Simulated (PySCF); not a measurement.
O⁺: excitation energy

O⁺ [He] 2s2 2p3 (4S) → O⁺ [He] 2s2 2p2 3s1 (4P), as a difference of total energies. Computed with PySCF 2.14 in x2c-QZVPPall with one added diffuse shell each of s, p, d, f type (8s5p4d3f1g, 73 functions), with scalar relativity by spin-free X2C-1e. Correlated levels: valence: 1s2 frozen; valence and next inner shell: nothing frozen. The calculations carry no spin-orbit coupling.

Question: Order these methods by the excitation energy they give, lowest first.
A. MP2 (valence and next inner shell)
B. UHF
C. r2SCAN0
D. revPBE

Answer: B (22.773 eV), D (22.902 eV), A (23.208 eV), C (23.378 eV).

Errors of the correlated levels include the incompleteness of this basis and the frozen core.

For comparison: 22.987 eV (measured; NIST levels, between the centres of gravity of the two terms).
